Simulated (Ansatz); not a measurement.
Born–Oppenheimer molecular dynamics of a periodic cell of 16 atoms, Cl (contents 8 Cl2, density as packed 1.74 g/cm³ with natural masses). It goes on from the last frame of an earlier run, with new velocities.

These are results of Ansatz, DFT PBE-D3(BJ), scalar-relativistic, plane waves, PAW, not measurements. Settings: cutoff 420 eV, k mesh 1x1x1, fermi-dirac smearing 0.05 eV, no spin polarisation.

```yaml
ensemble: NVT, Langevin thermostat
time_step: 2 fs
steps_asked: 400
set_temperature: 300 K
friction: 0.01 /fs
seed: 45928
```

First frame:

```xyz
16
Lattice="8.1433 0.0000 0.0000 0.0000 8.1433 0.0000 0.0000 0.0000 8.1433" Properties=species:S:1:pos:R:3
Cl 3.216 4.307 0.456
Cl 5.128 3.534 0.422
Cl -0.185 -0.277 8.145
Cl -0.139 1.803 8.044
Cl 7.976 5.033 8.011
Cl 7.600 5.422 5.897
Cl 3.487 8.844 5.992
Cl 3.495 6.763 6.052
Cl 5.840 6.186 3.745
Cl 6.595 6.753 2.004
Cl 3.395 3.950 5.637
Cl 3.119 4.166 3.583
Cl 8.030 1.887 4.944
Cl 7.978 1.825 2.824
Cl 3.418 0.499 2.917
Cl 3.401 0.651 0.800
```

What does the run give?

All steps were run.

```yaml
steps_done: 400
time_covered: 800 fs
mean_temperature_over_the_second_half: 281 K
spread_of_the_potential_energy_over_the_second_half: 5.1 meV per atom
mean_potential_energy_of_the_second_half_above_the_start: -16.3 meV per atom
```

A run of 0.8 ps of so small a system gives no equilibrium averages. Limits of this set-up: coarse k mesh.

What happens to the structure?

Mean squared displacements from the first frame to the last, about the centre of mass: Cl 0.59 Å². The details hang on the random start.

How do temperature and energy run in time?


| time (fs) | T (K) | potential energy less start (eV) |
| --- | --- | --- |
| 0.0 | 281 | 0.000 |
| 26.0 | 220 | 0.044 |
| 52.0 | 276 | 0.044 |
| 78.0 | 247 | 0.021 |
| 104.0 | 358 | -0.149 |
| 130.0 | 279 | -0.077 |
| 156.0 | 236 | 0.033 |
| 182.0 | 365 | -0.083 |
| 208.0 | 234 | -0.025 |
| 234.0 | 303 | -0.103 |
| 260.0 | 328 | -0.169 |
| 286.0 | 348 | -0.107 |
| 312.0 | 366 | -0.115 |
| 338.0 | 459 | -0.134 |
| 364.0 | 318 | -0.130 |
| 390.0 | 350 | -0.128 |
| 416.0 | 307 | -0.205 |
| 442.0 | 284 | -0.172 |
| 468.0 | 324 | -0.234 |
| 494.0 | 246 | -0.139 |
| 520.0 | 370 | -0.104 |
| 546.0 | 330 | -0.202 |
| 572.0 | 320 | -0.283 |
| 598.0 | 273 | -0.435 |
| 624.0 | 226 | -0.257 |
| 650.0 | 276 | -0.410 |
| 676.0 | 199 | -0.283 |
| 702.0 | 179 | -0.256 |
| 728.0 | 258 | -0.346 |
| 754.0 | 253 | -0.282 |
| 780.0 | 229 | -0.233 |

The run took 17 min on 1 thread of Arm Neoverse V2, on a shared host, peak memory 0.5 GiB.
